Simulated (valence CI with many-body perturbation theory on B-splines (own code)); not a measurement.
The numbers below are computed, except where a source is named.
Basis-set convergence for Zr²⁷⁺

Level of theory: valence CI with perturbative core correlation (CI+MBPT): three valence electrons over a frozen Dirac-Fock core [Ne], radial functions for each j: 9 s, 9 p, 8 d, 6 f, 3 g, 1 h, with the one-electron correlation potential Σ1, the two-electron term Σ2, the three-electron term Σ3, Breit, model QED; selected CI, second order for the rest, scaled by the run's own slope (own B-spline code, finite nucleus).

The last digits are not significant, and no measured levels were compared; by estimate large intervals hold to a few tenths of a per cent, small ones and those within an open d or f shell to about a per cent.

The reference run has the lowest level 3s2 3p 2P°_1/2 and an ionisation energy of 1404.80 eV. Its largest variational space holds 8716 state functions.

Names give the largest LS component (configuration and term), which can be under half, so a name can repeat, a term be missing and a line seem to break the LS rules; names also repeat where a configuration has a term twice.

Changed runs:
A. basis 6 s, 6 p, 5 d, 3 f, 1 g
B. basis 5 s, 5 p, 4 d, 2 f

Excitation energies of the reference run in cm⁻¹, and shifts in cm⁻¹:

```tsv
Level	Reference	A	B
3s2 3p 2P°_3/2	161740	-8.0	-17
3s 3p2 4P_1/2	496155	-81	-263
3s 3p2 4P_3/2	593030	-125	-390
3s 3p2 4P_5/2	642332	-75	-232
3s 3p2 2D_3/2	730433	+33	+99
3s 3p2 2D_5/2	799927	-25	-89
3s 3p2 2P_1/2	806767	+126	+403
3s 3p2 2P_3/2	968342	+138	+433
3s 3p2 2S_1/2	968925	+163	+503
3s2 3d 2D_3/2	1035010	+282	+936
3s2 3d 2D_5/2	1051140	+304	+979
3p3 2D°_3/2	1277540	-12	-83
Ionisation energy (eV)	1404.80	-0.016	-0.049
```
